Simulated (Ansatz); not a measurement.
Basis-set extrapolation for C2H4F2Si (`F[C@H]1[SiH2][C@@H]1F`) (PBE0-D4/def2-TZVP geometry, frozen core, the Gaussian-basis code of Ansatz). Multiplicity 1, RHF reference.

```
                      def2-TZVPP   def2-QZVPP
                 HF  -565.917772  -565.939009
    MP2 correlation    -0.944129    -1.023076
CCSD(T) correlation    -1.010614      not run
```

Energies in hartree. Use E(X) = E(∞) + A·exp(−7.88·√X) for Hartree–Fock and E(X) = E(∞) + B·X^(−2.97) for correlation, with X = 3 and 4, and add CCSD(T) minus MP2 of the smaller set to the MP2 limit.

Q: What is the CCSD(T) energy at the basis-set limit?

A: HF limit: -565.939009 + (-0.021237) × 0.13774 = -565.94193. MP2 limit: -1.023076 + (-0.078947) × 0.74074 = -1.08156. Higher-order term: -1.010614 − (-0.944129) = -0.06648. Total: -567.08997 hartree, 424.2 kJ/mol below CCSD(T)/def2-TZVPP.
